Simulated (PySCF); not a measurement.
C₃H₉OSi, SMILES C[Si](OC)C, multiplicity 2. Geometry optimised at B3LYP-D3(BJ)/def2-SVP. The isomer is the one that the SMILES or the coordinates give; other isomers of the formula were not compared. One conformer was computed; it need not be the lowest.

Computed equilibrium geometry at B3LYP-D3(BJ)/def2-SVP (PySCF confirms it by a frequency run) as Cartesian coordinates in Å (one conformer of several):
```xyz
14

C      2.0233    -1.0235     0.1696
O      1.1625     0.0805     0.2920
Si    -0.3325     0.2656    -0.4571
C     -1.0505     1.8507     0.2669
C     -1.4448    -1.2174    -0.0573
H      2.3846    -1.1544    -0.8679
H      1.5398    -1.9689     0.4819
H      2.9008    -0.8629     0.8162
H     -2.0333     2.0740    -0.1777
H     -1.1781     1.7384     1.3581
H     -0.3847     2.7084     0.0863
H     -1.5472    -1.3265     1.0375
H     -1.0451    -2.1608    -0.4610
H     -2.4496    -1.0679    -0.4845
```
Charge 0, spin multiplicity 2.
